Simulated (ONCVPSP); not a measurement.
# Mg (Z = 12), ONCV: configuration errors across variants

ONCVPSP 4.0.1 input, shortened (lines: element, Z, core and valence counts, functional; n l f; lmax; l rc ep ncon nbas qcut; lloc lpopt rc5 dvloc0; l nproj debl; icmod fcfact rcfact), PBEsol, scalar-relativistic:

```
  Mg 12.00    1    3  -116133      upf
    1    0    2.00
    2    0    2.00
    2    1    6.00
    3    0    2.00
    1
    0    1.05    0.00    4    8    8.90
    1    0.70    0.00    4    7   22.20
    4    2    0.60    2.00
    0    2    0.60
    1    3    2.50
    3    1.75    1.70
```

All-electron excitation energies from the reference (eV): (1) 2s2 2p6 3s1 7.921; (2) 2s2 2p6 3s0 22.737; (3) 2s2 2p6 3s1.5 3.129; (4) 2s2 2p5 3s2 58.455.

Errors AE − PS in meV (a dash: test not solved or not reliable):

```tsv
change	(1)	(2)	(3)	(4)	bound ghosts	GHOST(+) flags above zero
base	-0.1	-0.6	0.0	+38	none	none
core correction Teter function, fcfact 1.4, rcfact 1.7	-0.1	-0.6	0.0	+38	none	none
core correction Teter function, fcfact 2.3, rcfact 1.7	-0.1	-0.7	0.0	+39	none	none
core correction Teter function, fcfact 3.6, rcfact 1.7	-0.1	-0.7	0.0	+38	none	none
core correction Teter function, fcfact 4.3, rcfact 1.7	-0.1	-0.7	0.0	+38	none	none
core correction Teter function, fcfact 6.4, rcfact 1.7	-0.1	-0.7	0.0	+37	none	none
core correction Teter function, fcfact 7.7, rcfact 1.7	-0.1	-0.7	0.0	+37	none	none
```

Task: Give the same row for: core correction Teter function, fcfact 5.7, rcfact 1.7.

Result: -0.1, -0.7, 0.0, +38; bound ghosts: none; GHOST(+) flags above zero: none.
